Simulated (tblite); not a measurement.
Run record: tight-binding relaxation, `B[C@@H]1[C@@H](C(F)F)[C@]1(C)SC`.

Computed with GFN2-xTB geometry optimisation, gas phase (tblite 0.8.0). Start geometry: from a force field or distance geometry. A driver script takes a list of jobs; this job's settings line and coordinates (Å) are shown.

Command:
```bash
OMP_NUM_THREADS=1 python probes_run.py task.json out
```

Input:
```
{"job": {"kind": "relax", "xc": "GFN2-xTB", "basis": "xTB"}, "charge": 0, "multiplicity": 1}
B     -1.098800    -2.137800     0.561000
C     -0.818500    -0.574900     0.647000
C     -1.274500     0.136100    -0.600700
C     -1.985200     1.450500    -0.267700
F     -3.166200     1.164200     0.427100
F     -2.273000     2.191700    -1.371800
C      0.171300     0.063700    -0.289100
C      0.832400     1.374900     0.062400
S      1.272900    -1.124300    -1.072500
C      2.816300    -1.055300    -0.111600
H     -2.047900    -2.537200     1.167100
H     -0.949700    -2.632100    -0.508200
H     -0.897400    -0.063100     1.637000
H     -1.669400    -0.454700    -1.444200
H     -1.351500     2.057900     0.404400
H      1.925100     1.371300    -0.108700
H      0.413100     2.140400    -0.621300
H      0.680600     1.641400     1.114000
H      3.108400    -2.038600     0.282600
H      2.669200    -0.394200     0.781900
H      3.634000    -0.563000    -0.689000
```

Output:
```
step      E/eV     max force
  0    -879.87749    2.117
  1    -880.13170    1.614
  2    -880.29329    0.909
  3    -880.37589    0.570
  4    -880.42999    0.412
  5    -880.44783    0.331
  6    -880.46450    0.284
  7    -880.48259    0.410
  8    -880.50289    0.394
  9    -880.52183    0.364
... (139 lines left out)
149    -880.94214    0.014
150    -880.94218    0.016
151    -880.94223    0.017
152    -880.94229    0.016
153    -880.94235    0.014
154    -880.94241    0.016
155    -880.94246    0.016
156    -880.94251    0.016
157    -880.94255    0.012
158    -880.94258    0.009
```

«max force» is the largest atomic force in eV/Å.

Problem. From which step on does the largest force stay under 0.1 eV/Å, and how much energy is left to gain from there?

Solution. From step 99 (0.077 eV/Å), 12.6 meV above the end.

In short: energy lowered by 24.6 kcal/mol over 158 steps; largest atomic force 0.009 eV/Å at the end.

Problem. Where do the atoms end?

Solution. 0.784 Å rms from the input after alignment:
```
atom  x, y, z in Å
B1    -0.6187   -1.9893    0.8036
C2    -0.6443   -0.4497    0.6789
C3    -1.2283    0.2346   -0.5517
C4    -2.1374    1.4192   -0.3890
F5    -3.4359    1.0230   -0.3945
F6    -2.0098    2.2843   -1.4288
C7     0.2353    0.3328   -0.2959
C8     0.8782    1.6214    0.1497
S9     1.2778   -0.5979   -1.4452
C10    2.3603   -1.4365   -0.2574
H11   -0.5749   -2.4722    1.8674
H12   -0.6483   -2.6631   -0.1503
H13   -0.8022    0.1117    1.5969
H14   -1.5399   -0.4105   -1.3652
H15   -1.9758    1.9931    0.5365
H16    1.8813    1.4260    0.5254
H17    0.9583    2.3021   -0.6966
H18    0.3098    2.1088    0.9386
H19    2.9949   -2.1022   -0.8328
H20    1.7403   -2.0061    0.4343
H21    2.9705   -0.7127    0.2756
```

Problem. Estimate the wall time. Hardware: one thread, Arm Neoverse N1 (aarch64), no GPU, shared host with 64 logical CPUs at a one-minute load of 60.

Solution. About 2.4 s.
Labels such as C1 count atoms from 1, the log's own numbers from 0.
